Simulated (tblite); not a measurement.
C₈H₇OP.
Cartesian coordinates in Å at the GFN2-xTB level; atoms count from 1:
```xyz
17
C8H7OP angstrom
C     -2.5943   -0.8367    0.2490
C     -1.2385   -0.2224    0.0797
C     -1.0818    1.1584    0.1382
C      0.1636    1.7344   -0.0363
C      1.2767    0.9481   -0.2701
C      1.1362   -0.4345   -0.3099
P      2.5336   -1.5798   -0.6387
C      3.7327   -0.6308   -0.0380
O      4.6651   -0.0708    0.3718
C     -0.1193   -1.0096   -0.1419
H     -3.0209   -0.5544    1.2104
H     -2.5423   -1.9207    0.1946
H     -3.2681   -0.4812   -0.5297
H     -1.9452    1.7830    0.3162
H      0.2718    2.8084    0.0031
H      2.2427    1.4064   -0.4226
H     -0.2191   -2.0859   -0.1858
```

Calculated harmonic vibrations of the isolated species, GFN2-xTB (tblite), most abundant isotopes, no scaling. Errors from tens to a few hundred cm⁻¹ against measured bands are possible. One conformer, not necessarily the lowest. The optimisation stopped once no atom felt more than 0.01 eV/Å.

Lowest wavenumbers of the output (negative numbers stand for imaginary wavenumbers):
```
mode    cm-1
  1     -23.7
  2      15.7
  3      80.5
  4     157.2
  5     188.6
  6     199.0
  7     337.0
  8     347.7
```

Question: Is this structure a minimum?

Answer: Not by this Hessian. 1 mode is imaginary beyond 20i (24i cm⁻¹), so at this level the point lies at or near a first-order saddle. The curvature is small, so loose convergence or finite differences may be the whole cause.

Question: Which atoms move in the imaginary mode?

Answer: 24i: H13 (methyl hydrogen) 35 %, H11 (methyl hydrogen) 35 %, H12 (methyl hydrogen) 28 %. These are shares of the mass-weighted motion.

Question: What is the remedy?

Answer: Step along that mode in both directions, optimise again with tighter thresholds and repeat the frequencies. The zero-point energy of this point (77.5 kcal/mol) counts the 44 real modes alone, and thermal corrections from it aren't those of a minimum.

Hardware: one thread of an Arm Neoverse V1, no GPU, shared host with 32 logical CPUs at a one-minute load of 29. Cost: 0.7 s of wall time. This covers the Hessian and the dipole derivatives.
